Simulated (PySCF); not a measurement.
Simulated absorption spectrum

Si(SMe)Me3, C₄H₁₂SSi.
Bonds: Si1–S2, Si1–C7, Si1–C11, Si1–C15, S2–C3. Hydrogens: H4, H5, H6 on C3; H8, H9, H10 on C7; H12, H13, H14 on C11; H16, H17, H18 on C15.

Computed with PySCF 2.14.0, density-fitted response routines, TDDFT CAM-B3LYP/def2-SVPD, vertical, gas phase, core orbitals frozen in the response. Geometry: PBE0-D3(BJ)/def2-SVP; no solvent, vibrations or thermal averaging.

Computed states:

```tsv
state	E (eV)	f
S1	5.68	0.0036
S2	6.32	0.049
S3	6.82	0.0004
S4	7.21	0.010
S5	7.39	0.0085
S6	7.45	0.0006
S7	7.65	0.146
S8	7.66	0.021
S9	7.88	0.017
S10	7.88	0.035
```

Each state is given a Gaussian of 0.3 eV full width at half maximum, with ε(max) = 2.175×10⁸ f / Δν̃ (Δν̃ the width in cm⁻¹). The width is an assumption, not a result. The curve ends short of the highest state used, and states not computed would add to its high-energy end.

Question: Give the broadened spectrum and its maxima.

Answer: 
```tsv
E (eV)	ε (L mol⁻¹ cm⁻¹)
5.23	1
5.30	4
5.37	17
5.44	56
5.51	135
5.58	241
5.65	318
5.72	310
5.80	209
5.87	114
5.94	89
6.01	228
6.08	721
6.15	1760
6.22	3187
6.29	4267
6.36	4225
6.43	3093
6.50	1676
6.57	676
6.64	212
6.71	70
6.79	48
6.86	62
6.93	118
7.00	275
7.07	568
7.14	937
7.21	1263
7.28	1571
```

Maxima: 218 nm (5.68 eV), ε about 330, made up of S1 (100%); 196 nm (6.32 eV), ε about 4400, made up of S2 (100%) (ε in L mol⁻¹ cm⁻¹; maxima over ε = 5, shares over 10%). At its high-energy end, 7.28 eV, the curve is still rising (ε about 1600, from S4, S5 and S7).

Question: On this curve, what absorbance would a 10⁻⁴ mol/L sample give at 193 nm over a 1 cm path?

Answer: 193 nm is 6.424 eV, where ε is about 3200 L mol⁻¹ cm⁻¹, so A = ε c l ≈ 0.32 (Beer–Lambert, with the gas-phase spectrum and the assumed width).

Question: What would ε be at 6.32 eV, the highest of these maxima, with half the width (0.15 eV)?

Answer: About 8810 L mol⁻¹ cm⁻¹ against 4410, a factor of about 2.00; a lone state at its own centre would give exactly 2.

Question: Coming from long wavelengths, where does ε first pass 100 L mol⁻¹ cm⁻¹?

Answer: At about 226 nm (5.48 eV), 0.20 eV below S1.
